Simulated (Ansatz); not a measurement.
Input for Ansatz (a quantum-chemistry and plane-wave program): U-CCSD(T)/cc-pVTZ on CH5BeN (SMILES [CH3][Be][NH2]), a point of a bond scan (R = 0.907 Å).

Ansatz 0.2 input:
```yaml
crystal:
  periodic: [false, false, false]
  atoms:
    - {symbol: Be, position_ang: [-0.05338971, -0.02644051, 0.04849133]}
    - {symbol: C, position_ang: [1.12094596, 0.43700284, -1.06892021]}
    - {symbol: H, position_ang: [2.03930215, -0.15003544, -0.97439473]}
    - {symbol: H, position_ang: [1.40420627, 1.48665163, -0.93499189]}
    - {symbol: H, position_ang: [0.77510618, 0.33497700, -2.10183487]}
    - {symbol: N, position_ang: [-1.10234757, -0.43074027, 1.05075998]}
    - {symbol: H, position_ang: [-1.47552910, -1.25485244, 1.11468349]}
    - {symbol: H, position_ang: [-1.49730479, 0.17375412, 1.75367146]}
basis:
  gaussian:
    orbitals: cc-pVTZ
correlation: {method: ccsd_t, electrons: outside_noble_gas}
scf: {omitted_lower_state_checks: [cluster_reference]}
magnetization: {spin_polarized: true, initial_magnetization: 0}
```

Output:

```
WARN ansatz: RAYON_NUM_THREADS=1 ignored (pool sized by the plan → 1); use --threads N
Functional definition: HF
these checks for a lower state are left out or cut short: cluster_reference
integrals: 0.69 GiB planned
898 factors; integrals over basis functions are off by at most 1.1e-3 eV
mean field: 0.40 GiB planned
mean field evaluation 1: about -2988.0347 eV, gradient 3.0e1 eV
mean field evaluation 2: about -2988.0350 eV, gradient 3.0e1 eV
mean field evaluation 4: about -2991.6463 eV, gradient 1.9e0 eV
mean field evaluation 8: about -2991.6808 eV, gradient 4.2e-4 eV
mean field -2991.68077772 eV, -109.9422407473 hartree, gradient 3.0e-6 eV, S^2 0.000000; 0 other end points of the search recorded, 0 dependent functions left out
3 core orbitals not correlated
reference -2991.68077772 eV, -109.9422407473 hartree; 8, 8 occupied and 149, 149 virtual orbitals, 898 factors
second order -12.16244428 eV of doubles, -0.00000000 eV of singles
coupled cluster: 1.82 GiB planned
cycle   1  -12.58820931 eV  change   -4.3e-1 eV  update   6.2e-2
cycle   2  -12.84786044 eV  change   -2.6e-1 eV  update   1.8e-2
cycle   3  -12.89187057 eV  change   -4.4e-2 eV  update   7.8e-3
cycle   4  -12.88915094 eV  change    2.7e-3 eV  update   2.0e-3
cycle   5  -12.88889844 eV  change    2.5e-4 eV  update   9.0e-4
cycle   6  -12.88875886 eV  change    1.4e-4 eV  update   2.6e-4
cycle   7  -12.88874183 eV  change    1.7e-5 eV  update   7.4e-5
cycle   8  -12.88875649 eV  change   -1.5e-5 eV  update   2.5e-5
cycle   9  -12.88875612 eV  change    3.8e-7 eV  update   6.9e-6
perturbative correction -0.45765531 eV, -0.0168185226 hartree
Total energy: -3005.02718915 eV, -110.4327123208 hartree
Checks for a lower state left out: cluster_reference
```

The calculation finished and met its thresholds.

Cost: about 40 core-seconds (a rough figure).
